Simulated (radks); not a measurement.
Rh, configuration [Kr] 4d8 5s1. Method: Dirac Kohn-Sham, PBEsol, spin-unpolarised, spherical densities, finite nucleus; open shells are shared between the two j in proportion to 2j + 1; Fermi nuclear charge, rms radius 4.4945 fm; computed with a radial shooting solver on a logarithmic mesh with Libxc functionals.

Normalised radial functions P(r) = r R(r) (large component), r in bohr:

r,4p3/2,4d5/2
0.002817,0.0034,0.0000
0.003817,0.0060,0.0000
0.005215,0.0107,0.0001
0.007068,0.0188,0.0002
0.009656,0.0328,0.0006
0.01309,0.0552,0.0013
0.01788,0.0916,0.0031
0.02423,0.1441,0.0071
0.0331,0.2169,0.0159
0.04486,0.2985,0.0334
0.06129,0.3670,0.0678
0.08306,0.3695,0.1256
0.1135,0.2416,0.2147
0.1538,-0.0374,0.3191
0.2101,-0.3943,0.4005
0.2847,-0.5849,0.3817
0.389,-0.3725,0.1917
0.5272,0.2246,-0.1538
0.7202,0.8665,-0.5501
0.9761,1.0892,-0.7989
1.333,0.8330,-0.8106
1.807,0.4259,-0.6440
2.469,0.1392,-0.4178
3.346,0.0287,-0.2280
4.571,0.0030,-0.0975
6.195,0.0001,-0.0320
8.464,0.0000,-0.0069
11.47,0.0000,-0.0009
15.67,0.0000,-0.0001

4p3/2: eigenvalue -49.132 eV, 2 radial nodes at r = 0.149, 0.477 bohr, <r> = 1.09 bohr, 90 % of the charge inside 1.62 bohr. 4d5/2: eigenvalue -5.800 eV, 1 radial node at r = 0.466 bohr, <r> = 1.60 bohr, 90 % of the charge inside 2.64 bohr.
